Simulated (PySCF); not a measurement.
CH11N3Si2, SMILES N[Si@@H](C)[SiH](N)N.

The structure is a stationary point at B3LYP-D3(BJ)/def2-SVP. The structure was generated by enumeration; whether it is a known compound was not checked. The values are those of a single conformer.

Two levels are set side by side: TDA-PBE/def2-SVPD (PySCF) and TDA-M06-2X/def2-SVPD (PySCF). Vertical, same geometry. The lowest singlet is HOMO→LUMO 98 % with PBE and HOMO→LUMO 83 % with the other functional; states are paired by order. Differences are taken from unrounded values.

```csv
quantity,TDA-PBE
lowest singlet excitation (eV),4.82
lowest triplet excitation (TDA) (eV),4.53
```

These are the TDA-PBE values. What does TDA-M06-2X give? (An estimate is asked for; the answer gives what the named calculation found.)


```json
[
 {"quantity": "lowest singlet excitation (eV)", "TDA-M06-2X": "5.78", "TDA-PBE minus TDA-M06-2X": "-0.96"},
 {"quantity": "lowest triplet excitation (TDA) (eV)", "TDA-M06-2X": "5.37", "TDA-PBE minus TDA-M06-2X": "-0.84"}
]
```

A lower first singlet is the usual sign of a functional without exact exchange. Differences between two approximate levels are no errors against the true value.

Rough cost on one machine, each run with all the roots and properties that it gave: TDA-M06-2X against TDA-PBE about 9 times.
